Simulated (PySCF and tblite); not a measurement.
Results of a calculation; reference values are marked as such.
System: 4-methoxypyridine n-oxide, C₆H₇NO₂, numbered as in [CH3:1][O:2][c:3]1[cH:4][cH:5][n+:6]([O-:7])[cH:8][cH:9]1.

For the rotation about the C3–O2 bond (torsion C4–C3–O2–C1 from 0° to 180°, rising): electronic barrier 2.79 kcal/mol, zero-point change -0.46 kcal/mol, thermal and entropy terms at 298.15 K a further 0.26 kcal/mol (symmetry numbers apart). The minimum is Cs, the saddle Cs. Geometries: GFN2-xTB; energies: BHandHLYP/pcSseg-1 + D3(BJ); zero-point and thermal terms from GFN2-xTB harmonic modes (soft modes blended into free rotors). Rates follow Eyring's equation with the number of equivalent paths and no tunnelling. Run with tblite and PySCF.

How many equivalent paths lead out of the minimum?

2: the symmetry number of the minimum is 1, that of the saddle displaced along its mode 1, and the displaced saddle is chiral while the minimum is not, which doubles the count.

Work out the rate at 298.15 K.

ΔG‡ = 2.59 kcal/mol; k_B T/h = 6.2×10¹² s⁻¹; exp(−ΔG‡/RT) = 0.013; times 2 gives k = 1.6×10¹¹ s⁻¹. Wigner's tunnelling factor for the 84i cm⁻¹ mode would be 1.01.
